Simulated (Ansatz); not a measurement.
CH7AsSi can be A, `[SiH3]C[AsH2]`, or B, `C[AsH][SiH3]`.

Program: Ansatz. Geometries: PBE0-D4/def2-TZVP. ΔE: electronic, gas phase. CCSD(T)/CBS adds triple-zeta CCSD(T) − MP2 to the extrapolated MP2 energy (def2 sets, frozen cores). Functionals use def2-TZVPP. For As outer-core shells are correlated without core-valence functions, which leaves a few kJ/mol of doubt a bond. Scalar relativity is left out up to krypton.

A:

```xyz
10

Si   -0.4952   -0.3165   -1.0914
C     0.5733    0.7450    0.0124
As    0.5855    0.1889    1.9133
H    -0.4612    0.1510   -2.5067
H    -1.9037   -0.2746   -0.6163
H    -0.0166   -1.7239   -1.0496
H     1.6134    0.7362   -0.3234
H     0.2429    1.7869   -0.0074
H     0.7860   -1.2982    1.6382
H    -0.9244    0.0052    2.0309
```

B:

Z-matrix (Å, degrees):
```
C
As 1 1.980
H 1 1.089 2 112.6
H 1 1.090 2 108.4 3 121.4
H 1 1.090 2 108.2 3 -121.1
Si 2 2.360 1 96.1 3 46.4
H 2 1.525 1 96.2 3 -46.2
H 6 1.487 2 109.8 1 -168.6
H 6 1.488 2 108.4 1 72.7
H 6 1.489 2 112.3 1 -46.9
```

Problem. Which is lower in electronic energy at CCSD(T)/CBS, and by how much? (Estimate.)

Solution. The calculation gave: B, by 26.0 kJ/mol.

Problem. Give E(B) − E(A) in kJ/mol with B2PLYP, ωB97M-V, CCSD(T)/def2-SVP, PBE0-D4, HF/def2-TZVPP, BLYP-D4, MP2/def2-TZVPP. (An estimate is asked.)

Solution. Ansatz gave: B2PLYP -27.4, ωB97M-V -24.5, CCSD(T)/def2-SVP -22.8, PBE0-D4 -31.3, HF/def2-TZVPP -25.3, BLYP-D4 -28.8, MP2/def2-TZVPP -25.3. None reverses the order clearly.

Problem. Does the order hold for the free energy at 298.15 K (harmonic terms from PBE0-D4)? (An estimate is asked.)

Solution. Computed: Yes: G(B) − G(A) = -21.0 kJ/mol.

Largest T1 diagnostic: 0.011.

From BLYP to BHLYP (50 % exact exchange), in def2-TZVPP and without D4, E(B) − E(A) moves by +3.8 kJ/mol. At CCSD(T), def2-SVP lies +3.3 kJ/mol from the extrapolated value and def2-TZVPP +1.2 kJ/mol.
